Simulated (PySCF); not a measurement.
Species: C2H6N2SSi.
SMILES: `N#CC[Si@H](N)S`

Torsions of this conformer, `[N:1]#[C:2][CH2:3][Si@H:4]([NH2:5])[SH:6]`: C2–C3–Si4–N5 -49°, H–N5–Si4–C3 -176°, H–N5–Si4–C3 41°, H–S6–Si4–C3 71°.

The closed-shell ground state was solved at several levels (PySCF, density fitting, gas phase, non-relativistic). Geometry: PBE0-D3(BJ)/def2-SVP, one conformer, isolated molecule.

```csv
level,basis functions,total energy (Eh),HOMO (eV),LUMO (eV),gap (eV),dipole (D)
wB97X-D/def2-SVPD,179,-876.6570,-9.66,1.63,11.29,2.53
KT2/pcSseg-1,146,-885.8245,-6.60,-0.78,5.82,2.51
LDA/pcSseg-1,146,-872.8871,-6.63,-0.96,5.67,2.55
wB97X-D/pcSseg-1,146,-876.9464,-9.69,2.00,11.69,2.38
mPW1PW91/pcSseg-1,146,-876.9983,-7.84,0.21,8.05,2.44
PBE0/IGLO-III,288,-876.6840,-7.73,0.09,7.82,2.86
PBE0/6-31G,74,-876.4082,-7.67,0.37,8.04,1.70
PBE/pcSseg-1,146,-876.4708,-6.50,-0.74,5.76,2.47
PBE0/def2-TZVPD,291,-876.6856,-7.82,-0.27,7.55,2.69
HF/def2-SVPD,179,-874.3165,-10.65,2.10,12.75,2.58
```

What might PBE0/pcSseg-2 (314 basis functions) give for the same quantities?

Total energy -876.6981 Eh, HOMO -7.84 eV, LUMO -0.10 eV, gap 7.74 eV, dipole 2.63 D.

Over all these levels, which gives the widest orbital gap and which the narrowest?

HF/def2-SVPD (Hartree–Fock, all exact exchange) has the widest, 12.75 eV, and LDA/pcSseg-1 (LDA) the narrowest, 5.67 eV. Functional and basis both differ between the two, so the spread mixes both effects.

How much does the basis alone move the frontier levels among the 4 PBE0 rows (the withheld one included)?

The HOMO by 0.17 eV and the LUMO by 0.64 eV. By rising basis size (HOMO, LUMO in eV): 6-31G -7.67, 0.37; IGLO-III -7.73, 0.09; def2-TZVPD -7.82, -0.27; pcSseg-2 -7.84, -0.10.

How far do the dipole and the HOMO energy spread over the levels?

The dipole runs from 1.70 to 2.86 D (mean 2.49 D) and the HOMO from -10.65 to -6.50 eV.

Note: wB97X-D ran without an empirical dispersion term, which enters the total energy and its gradient alone.
